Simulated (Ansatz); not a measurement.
Reaction (cleavage of the Al–Si bond): `[BH2][AlH][SiH3]` + `CN[SiH3]` → `[BH2][AlH][N](C)[SiH3]` + SiH₄

Program: Ansatz. Geometries: PBE0-D4/def2-TZVP. ΔE: electronic, gas phase. CCSD(T)/CBS is the MP2 limit (def2-TZVPP, def2-QZVPP) plus CCSD(T) − MP2 in def2-TZVPP, frozen cores. This one scheme is used for every species. DFT in def2-TZVPP. B3LYP here is the variant with VWN-RPA as its local correlation; programs differ in this. One conformer a species, not always the lowest.

```
         level  ΔE (eV)
         B3LYP    -0.88
CCSD/CBS(def2)    -0.97
```

(1) What does CCSD(T)/CBS give? (Best estimate.)

Largest T1 diagnostic among the species: 0.013.

Answers

(1) Ansatz gave: -0.99 eV. The listed levels differ from it by 0.11, 0.02 eV.

From PBE to PBE0 (25 % exact exchange), in def2-TZVPP and without D4, ΔE moves by −0.04 eV. The D4 term adds −0.09 eV with B3LYP and −0.05 eV with PBE0; it sums over pairs of atoms, weighted by their polarisabilities, and B3LYP, whose exchange is more repulsive, gets the larger term.
